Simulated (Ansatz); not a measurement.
Calculated with Ansatz (gas phase, PBE0-D4/def2-TZVP geometries, no zero-point term in ΔE). CBS: MP2 limit from def2 TZ/QZ plus the TZ coupled-cluster correction, frozen cores. Functionals use def2-TZVPP. HSE06 is defined as in plane-wave codes. For Ge outer-core shells are correlated without core-valence functions, which leaves a few kJ/mol of doubt a bond. Scalar relativity is left out up to krypton. One conformer a species, not always the lowest.

Reaction (redistribution): `[NH2][GeH2][Cl]` + `[BH2][AlH][SiH3]` → `[BH2][GeH2][Cl]` + `[NH2][AlH][SiH3]`

(1) Is it downhill or uphill in electronic energy at CCSD(T)/CBS, and by how much? (An estimate is asked.)

(2) What do these levels give: r2SCAN-D4, HSE06-D4, PBE, BLYP, r2SCANh, MP2/def2-SVP? (Best estimate.)

(3) What do rigid-rotor, harmonic-oscillator terms from PBE0-D4/def2-TZVP frequencies (298.15 K, 1 bar) make of the CCSD(T)/CBS value? (Best estimate.)

Largest T1 diagnostic among the species: 0.013.

## Answers

(1) Computed: Downhill: ΔE = -105.0 kJ/mol.

(2) The calculation gave: r2SCAN-D4 -103.2, HSE06-D4 -97.8, PBE -97.0, BLYP -103.3, r2SCANh -103.3, MP2/def2-SVP -99.2 kJ/mol.

(3) Ansatz gave: ΔZPE = +0.8 kJ/mol, ΔH = -104.4 kJ/mol, ΔS = -5 J/(mol·K), ΔG = -103.0 kJ/mol. Modes under 50 cm⁻¹ make the entropy rough.

Leaving LDA and LC-ωPBE aside and taking each functional with its dispersion term where it has one, the values, not all of them listed here, spread over 11.3 kJ/mol, from CAM-B3LYP-D4 to revPBE-D4. LDA lies −3.9 kJ/mol from PBE without D4. At CCSD(T), def2-SVP lies +9.1 kJ/mol from the extrapolated value and def2-TZVPP +3.4 kJ/mol.
